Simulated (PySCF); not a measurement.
C₃H₂O, SMILES C(C#C)=O.

Coordinates come from a B3LYP-D3(BJ)/def2-SVP optimisation.

Two levels are set side by side: TDDFT-PBE/def2-SVPD (PySCF) and TDDFT-PBE0/def2-SVPD (PySCF). Vertical, same geometry. The lowest singlet is HOMO→LUMO 100 % with PBE and HOMO→LUMO 99 % with the other functional; states are paired by order. Differences are taken from unrounded values.

```
quantity                               TDDFT-PBE0  TDDFT-PBE  TDDFT-PBE minus TDDFT-PBE0
-------------------------------------  ----------  ---------  --------------------------
lowest singlet excitation (eV)               3.76       3.45                       -0.31
lowest triplet excitation (TDA) (eV)         3.12       2.87                       -0.26
first bright state (f over 0.05) (eV)        5.77       5.51                       -0.26
its oscillator strength                      0.12       0.10                       -0.01
```

Functionals without exact exchange tend to place singlet excitations lower, as here. Differences between two approximate levels are no errors against the true value.

Rough cost on one machine, each run with all the roots and properties that it gave: TDDFT-PBE0 against TDDFT-PBE about 3 times.
